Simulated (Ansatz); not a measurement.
Ansatz (a program for electronic structure) job for C2H6N, SMILES C[N]C, multiplicity 2, PBE/def2-SVPD. The structure is a stationary point at ωB97X-D3(BJ)/def2-TZVP. The isomer is the one that the SMILES or the coordinates give; other isomers of the formula were not compared.

Ansatz 0.2 input:
```yaml
crystal:
  periodic: [false, false, false]
  atoms:
    - {symbol: C, position_ang: [1.18670626, 0.00000000, 0.17165786]}
    - {symbol: N, position_ang: [0.00000000, 0.00000000, -0.63808415]}
    - {symbol: C, position_ang: [-1.18670626, 0.00000000, 0.17165786]}
    - {symbol: H, position_ang: [1.21418299, 0.88245672, 0.82969227]}
    - {symbol: H, position_ang: [1.21418299, -0.88245673, 0.82969226]}
    - {symbol: H, position_ang: [2.07909215, -0.00000001, -0.45603715]}
    - {symbol: H, position_ang: [-1.21418299, 0.88245672, 0.82969226]}
    - {symbol: H, position_ang: [-2.07909215, -0.00000000, -0.45603715]}
    - {symbol: H, position_ang: [-1.21418299, -0.88245673, 0.82969225]}
basis:
  gaussian:
    orbitals: def2-SVPD
hamiltonian:
  xc: {name: PBE}
magnetization: {spin_polarized: true, initial_magnetization: 1}
```

Log of the run:

```
WARN ansatz: RAYON_NUM_THREADS=1 ignored (pool sized by the plan → 1); use --threads N
Functional definition: PBE
integrals: 0.03 GiB planned
897 factors; their error is unknown
mean field: 0.34 GiB planned
mean field evaluation 1: about -3645.2906 eV, gradient 3.8e1 eV
mean field evaluation 2: about -3635.2959 eV, gradient 5.6e1 eV
mean field evaluation 4: about -3652.6279 eV, gradient 4.3e0 eV
mean field evaluation 8: about -3652.6501 eV, gradient 4.2e-2 eV
mean field evaluation 16: about -3652.6501 eV, gradient 1.3e-5 eV
mean field -3652.65006410 eV, -134.2324140006 hartree, gradient 9.0e-6 eV, S^2 0.753056; 0 other end points of the search recorded, 0 dependent functions left out
reference -3652.65010129 eV, -134.2324153673 hartree; 13, 12 occupied and 95, 96 virtual orbitals, 897 factors
Total energy: -3652.65010129 eV, -134.2324153673 hartree
```

The calculation finished and met its thresholds.

Cost: very roughly 2.6 core-seconds.
